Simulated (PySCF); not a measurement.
**Excitation energy of V by level of theory**

V [Ar] 3d3 4s2 (4F) → V [Ar] 3d2 4s2 5s1 (4F), as a difference of total energies. Calculation: PySCF 2.14, in aug-cc-pVTZ with one added diffuse shell each of s, p, d, f, g type (9s8p6d4f3g, 118 functions); no relativity, point nucleus. Correlated levels: valence: [Ar] frozen. The calculations carry no spin-orbit coupling.

```tsv
method	excitation energy (eV)
UHF	8.146
LDA	9.549
PBE	9.308
PBE0	9.169
r2SCAN	9.622
r2SCAN0	9.407
BP86	9.360
B2PLYP	8.874
MP2 (valence)	8.447
SCS-MP2 (valence)	8.162
```

Q: How much does correlation contribute at MP2 (valence)?

A: 8.447 − (8.146) = 0.301 eV, measured against UHF.

A first-order spin-orbit estimate (lowest level to lowest level, LS coupling) adds -0.008 eV.

The upper state lies above the first ionisation limit, where it may autoionise and the basis confines it. A Rydberg-like electron needs more diffuse functions than a valence basis has.

The promoted electron is Rydberg-like, and one or two diffuse shells describe it only roughly, which tends to raise the upper state.
